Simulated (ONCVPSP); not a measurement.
**Pseudopotential generation for iodine: ONCV, PBEsol, scalar-relativistic.**

The input file (ONCVPSP 4.0.1):

```
# ATOM AND REFERENCE CONFIGURATION
# atsym  z   nc   nv     iexc    psfile
  I 53.00    8    3  -116133      upf
#
#   n    l    f
    1    0    2.00
    2    0    2.00
    2    1    6.00
    3    0    2.00
    3    1    6.00
    3    2   10.00
    4    0    2.00
    4    1    6.00
    4    2   10.00
    5    0    2.00
    5    1    5.00
#
# PSEUDOPOTENTIAL AND OPTIMIZATION
# lmax
    2
#
#   l,   rc,      ep,       ncon, nbas, qcut
    0    1.15    0.00    4    8    5.70
    1    2.15    0.00    3    6    3.20
    2    1.15    0.00    4    8   11.10
#
# LOCAL POTENTIAL
# lloc, lpopt,  rc(5),   dvloc0
    0    5    1.15    0.00
#
# VANDERBILT-KLEINMAN-BYLANDER PROJECTORs
# l, nproj, debl
    0    0    2.10
    1    2    1.70
    2    3    3.00
#
# MODEL CORE CHARGE
# icmod, fcfact, rcfact
    1    0.75    0.00
#
# LOG DERIVATIVE ANALYSIS
# epsh1, epsh2, depsh
   -3.00    5.00    0.02
#
# OUTPUT GRID
# rlmax, drl
    6.00    0.01
#
# TEST CONFIGURATIONS
# ncnf
    4
# nvcnf
#   n    l    f
    3
    4    2   10.00
    5    0    2.00
    5    1    4.00
#
    3
    4    2   10.00
    5    0    2.00
    5    1    3.00
#
    3
    4    2   10.00
    5    0    2.00
    5    1    2.00
#
    3
    4    2    9.00
    5    0    2.00
    5    1    6.00
#
```

Command:

```bash
oncvpsp.x < I.dat > I.out
```

Resulting log (shortened: citation, most of the input echo, consistency checks and plot data are left out):

```
ONCVPSP  (Optimized Norm-Conservinng Vanderbilt PSeudopotential)
scalar-relativistic version 4.0.1

#   n    l    f        energy (Ha)
    1    0    2.00    -1.2115762E+03
    2    0    2.00    -1.8720166E+02
    2    1    6.00    -1.6804546E+02
    3    0    2.00    -3.7774001E+01
    3    1    6.00    -3.1567419E+01
    3    2   10.00    -2.2266573E+01
    4    0    2.00    -6.6270152E+00
    4    1    6.00    -4.6810755E+00
    4    2   10.00    -1.8451748E+00
    5    0    2.00    -6.4122055E-01
    5    1    5.00    -2.6083573E-01

Reference configufation results
  iterations    25
  all-electron total energy (Ha)   -7.11342622D+03

Begin loop to  construct optimized pseudo wave functions
and semi-local pseudopoentials for all angular momenta

Calculating optimized projector #   1

 for l=   0

    Fraction of norm inside rc  0.080904
    Optimizing pswf for qcut=   5.71 a_B^-1,  ecut=  16.29 Ha

optimize: ERROR ps0norm > uunorm, code will stop
```

The run stopped because the continuity conditions at rc already need more norm inside rc than the all-electron wave has, so norm conservation cannot be met.

The run took about 0.37 s on one core of a shared server CPU.
